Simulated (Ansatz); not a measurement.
Computed with Ansatz on PBE0-D4/def2-TZVP structures; ΔE is electronic, products minus reactants. CBS: MP2 limit from def2 TZ/QZ plus the TZ coupled-cluster correction, frozen cores. Elements past krypton have def2 core potentials. For Sn outer-core shells are correlated without core-valence functions, which leaves a few kJ/mol of doubt a bond. Each species was taken in one conformer, which may not be the lowest.

Consider the ligand exchange at the Sn–S bond: `FC[S][SnH3]` + `OCF` → `FC[O][SnH3]` + `FCS`.

`FC[S][SnH3]`:

Z-matrix (Å, degrees):
```
C
S 1 1.798
F 1 1.378 2 112.7
H 1 1.092 2 111.3 3 -121.0
H 1 1.092 2 106.6 3 118.8
Sn 2 2.411 1 98.5 3 65.0
H 6 1.702 2 110.5 1 -82.6
H 6 1.706 2 106.0 1 37.9
H 6 1.703 2 106.0 1 157.2
```

`OCF`:

Cartesian coordinates in Å:
```
O -1.081 -0.039 -0.003
C 0.263 0.216 0.060
F 0.891 -0.138 -1.118
H -1.225 -0.990 0.012
H 0.767 -0.342 0.857
H 0.384 1.293 0.191
```

`FC[O][SnH3]`:

```xyz
9

F     0.632    1.362   -1.101
C     0.231    0.063   -1.429
O     0.424   -0.776   -0.383
Sn   -0.214   -0.211    1.417
H    -0.825    0.154   -1.726
H     0.849   -0.254   -2.275
H    -1.727    0.537    1.176
H    -0.319   -1.701    2.227
H     0.949    0.827    2.093
```

`FCS`:

Z-matrix (Å, degrees):
```
C
S 1 1.789
F 1 1.375 2 113.1
H 1 1.090 2 110.8 3 121.5
H 1 1.092 2 106.3 3 -118.9
H 2 1.342 1 96.6 3 -76.4
```

| species | CCSD(T)/CBS(def2) energy (Eh) |
| --- | --- |
| `FC[S][SnH3]` | -752.64074 |
| `OCF` | -214.81254 |
| `FC[O][SnH3]` | -430.03212 |
| `FCS` | -537.40796 |

Work out ΔE.

ΔE = (-430.03212) + (-537.40796) − (-752.64074) − (-214.81254) = 0.01320 Eh = +0.36 eV.

Largest T1 diagnostic among the species: 0.013.

From PBE to PBE0 (25 % exact exchange), in def2-TZVPP and without D4, ΔE moves by +0.04 eV.
